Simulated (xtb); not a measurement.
Si(H)2(PH2)2 (H6P2Si), SMILES [SiH2](P)P. All values are semi-empirical tight-binding results from xtb (GFN2-xTB unless named), good for trends rather than for accurate numbers. Geometry optimised at GFN2-xTB. Other conformers were not sampled.

Optimised geometry:

```xyz
9

Si     0.0000     0.0000     0.8293
P      1.9309     0.0007    -0.3355
P     -1.9309    -0.0007    -0.3355
H      0.0005    -1.2042     1.6642
H     -0.0005     1.2042     1.6642
H      1.5491     0.9942    -1.2226
H      1.5548    -1.0024    -1.2142
H     -1.5491    -0.9942    -1.2226
H     -1.5548     1.0024    -1.2142
```

| Quantity | Value |
|---|---|
| point group as xtb finds it | C2v |
| orbital gap | 4.06 eV |
| zero-point energy | 31.8 kcal/mol |
| G − E(el) at 298.15 K (modified RRHO) | 12.7 kcal/mol |
| static polarisability (D4 model) | 82.6 bohr³ |
| solvation energy, GFN2-xTB/ALPB(water) | 0.9 kcal/mol |
| solvation energy, GFN2-xTB/ALPB(acetone) | -4.8 kcal/mol |

Computed atomic charges and the Wiberg bond orders between heavy atoms:
charges (e) Si1 0.46, P2 -0.23, P3 -0.23, H4 -0.07, H5 -0.07, H6 0.04, H7 0.04, H8 0.04, H9 0.04. Bond orders Si1–P2 0.95, Si1–P3 0.95.
